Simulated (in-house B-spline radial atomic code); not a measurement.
**The sulfur ion S⁴⁺: [Ne] 3s2**

Level of theory: Dirac-Kohn-Sham PW91, spherical fractional occupations, Fermi nucleus of rms radius 3.2611 fm; calculated with a B-spline radial code for spherical atoms.

Effective charges: Z_r = [3n² - l(l+1)]/(2<r>) from the radius, Z_e = n√(-2ε) from the energy, and Slater's rules. Values are occupation-weighted means over j.

```csv
shell,electrons,ε (eV),<r> (bohr),Z_r,Z_e,Slater
1s,2,-2468.8,0.09686,15.49,13.47,15.70
2s,2,-271.24,0.477,12.58,8.93,11.85
2p,6,-216.42,0.4394,11.38,7.98,11.85
3s,2,-66.032,1.466,9.21,6.61,6.85
```

The least bound orbital is 3s1/2 at -66.03 eV, and it is also the most diffuse (<r> = 1.466 bohr).

Spin-orbit splittings of the orbital energies (j = l + 1/2 above j = l - 1/2 when positive): 2p 1.28 eV.

For the 1s electron the small component carries 0.323 % of the norm, the zero-frequency Breit interaction raises the level by 1.737 eV, self-energy by 0.7675 eV, and vacuum polarisation lowers it by 0.05075 eV.
